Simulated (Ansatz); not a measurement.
`C[N](C)[AlH][SH]` and `[CH3][Mg][N](C)C` differ in one atom or group.

Ansatz, PBE0-D4/def2-TZVP geometries, multiplicity 1. Each molecule was computed in one conformer, which needn't be the lowest.

```csv
property,`C[N](C)[AlH][SH]`
HOMO–LUMO gap (PBE0/def2-TZVPP) / eV,6.13
size of the dipole moment (ωB97M-V/def2-TZVPP) / D,2.07
LUMO energy (PBE/def2-TZVPP) / eV,-1.15
LUMO energy (ωB97M-V/def2-TZVPP) / eV,1.18
HOMO–LUMO gap (B3LYP/def2-TZVPP) / eV,5.73
HOMO energy (B3LYP/def2-TZVPP) / eV,-6.33
```

Give the same properties after the change, and the shifts. (Best estimate.)

Ansatz gave: 
| property | `[CH3][Mg][N](C)C` | shift |
| --- | --- | --- |
| HOMO–LUMO gap (PBE0/def2-TZVPP) / eV | 4.62 | -1.51 |
| size of the dipole moment (ωB97M-V/def2-TZVPP) / D | 0.32 | -1.75 |
| LUMO energy (PBE/def2-TZVPP) / eV | -1.38 | -0.23 |
| LUMO energy (ωB97M-V/def2-TZVPP) / eV | 0.44 | -0.74 |
| HOMO–LUMO gap (B3LYP/def2-TZVPP) / eV | 4.18 | -1.55 |
| HOMO energy (B3LYP/def2-TZVPP) / eV | -5.13 | 1.20 |

With PBE0 the HOMO rises by 1.23 eV and the LUMO falls by 0.28 eV, so the gap narrows by about 1.51 eV. PBE moves the HOMO by 1.20 eV and ωB97M-V by 1.19 eV. Dipoles are sizes alone; their direction can turn.

B3LYP here is the variant with VWN-RPA as its local correlation; programs differ in this.
